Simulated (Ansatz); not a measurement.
Calculated with Ansatz (gas phase, PBE0-D4/def2-TZVP geometries, no zero-point term in ΔE). CBS: MP2 limit from def2 TZ/QZ plus the TZ coupled-cluster correction, frozen cores. This one scheme is used for every species. Functionals use def2-TZVPP. B3LYP here is the variant with VWN-RPA as its local correlation; programs differ in this. For Ge outer-core shells are correlated without core-valence functions, which leaves a few kJ/mol of doubt a bond. Scalar relativity is left out up to krypton. One conformer a species, not always the lowest.

Consider the germylene formation by 1,1-elimination: `C[O][Ge]([CH3])([NH2])[Cl]` → `[CH3][Ge][Cl]` + `CON`.

Q: Is it downhill or uphill in electronic energy at CCSD(T)/CBS, and by how much? (Estimate.)

A: Computed: Uphill: ΔE = +4.07 eV.

Q: What do these levels give: PBE0-D4, B3LYP-D4, ωB97X-V, ωB97M-V, B2PLYP, HF/def2-TZVPP, MP2/def2-TZVPP, SCS-MP2/def2-TZVPP, CCSD(T)/def2-TZVPP, HF/def2-QZVPP, SCS-MP2/def2-QZVPP, HF/CBS(def2)? (Best estimate.)

A: Computed: PBE0-D4 3.95, B3LYP-D4 3.75, ωB97X-V 4.04, ωB97M-V 3.91, B2PLYP 3.91, HF/def2-TZVPP 3.98, MP2/def2-TZVPP 4.47, SCS-MP2/def2-TZVPP 4.26, CCSD(T)/def2-TZVPP 4.18, HF/def2-QZVPP 3.98, SCS-MP2/def2-QZVPP 4.22, HF/CBS(def2) 3.98 eV.

Largest T1 diagnostic among the species: 0.012.

The D4 term adds +0.21 eV with B3LYP and +0.12 eV with PBE0; it sums over pairs of atoms, weighted by their polarisabilities, and B3LYP, whose exchange is more repulsive, gets the larger term. In def2-TZVPP, CCSD(T) changes the Hartree–Fock value by +0.19 eV (the triples alone add +0.02 eV) and MP2 by +0.48 eV.
